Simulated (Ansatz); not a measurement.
Molecule: dichloro-bis(ethenyl)silane, C4H6Cl2Si (charge 0, singlet). 
Geometry from a B3LYP-D3(BJ)/def2-TZVP (Ansatz, a first-principles code) optimisation:
```
Si
C 1 1.8487
C 2 1.3311 1 124.02
H 3 1.0838 2 122.08 1 0.88
H 3 1.0846 4 116.06 2 179.64
H 2 1.0867 3 118.84 4 179.60
C 1 1.8491 2 114.82 6 154.30
C 7 1.3312 1 123.93 2 -30.49
H 8 1.0839 7 122.10 1 0.82
H 8 1.0846 9 116.02 7 179.59
H 7 1.0866 8 118.84 9 179.54
Cl 1 2.0667 2 109.74 6 -84.29
Cl 1 2.0668 2 107.61 6 31.68
```
Charge 0, spin multiplicity 1.

Parts of the frozen-core correlation energy in cc-pVTZ (Ansatz, hartree). Frozen orbitals: 19; correlated occupied orbitals by spin: 20 and 20; virtual: 267 and 267. No spin-orbit coupling. Non-relativistic.

| term | value |
|---|---|
| reference (HF) | -1363.08775 |
| MP2 opposite-spin | ___ |
| MP2 same-spin | ___ |
| CCSD correlation | ___ |
| (T) | -0.05579 |
| T1 diagnostic | 0.011 |
| largest doubles amplitude | 0.048 |

**Question.** Fill in the missing entries.

**Answer.** 
- MP2 opposite-spin, value: -0.85974
- MP2 same-spin, value: -0.27185
- CCSD correlation, value: -1.19890
